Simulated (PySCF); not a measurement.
## Working out the ionisation energy of Zn⁺

Zn⁺ [Ar] 3d10 4s1 (2S) → Zn²⁺ [Ar] 3d10 (1S). Computed with PySCF 2.14 in cc-pVDZ-PP with ECP10MDF (4s4p3d1f, 38 functions), with a scalar-relativistic core potential. Frozen: 3s2 3p6. Energies in hartree (1 hartree = 27.21139 eV):

```csv
part,Zn⁺ (lower),Zn²⁺ (upper)
UHF,-225.661679,-225.045773
CCSD correlation,-0.345096,-0.325266
(T),-0.006270,-0.004644
```

Q: What does Hartree-Fock give?

A: (-225.045773) − (-225.661679) = 0.615906 hartree = 16.760 eV.

Q: What do CCSD and CCSD(T) give?

A: The CCSD correlation energies differ by 0.019830 hartree = 0.540 eV and the triples by 0.001626 hartree = 0.044 eV, so CCSD gives 17.300 eV and CCSD(T) 17.344 eV.

Measured between the centres of the two terms (NIST): 17.964 eV, so CCSD(T) (valence) is off by -0.620 eV.

A double-zeta basis recovers only part of the correlation energy.

What remains against the reference includes basis incompleteness, the frozen core and higher excitations.
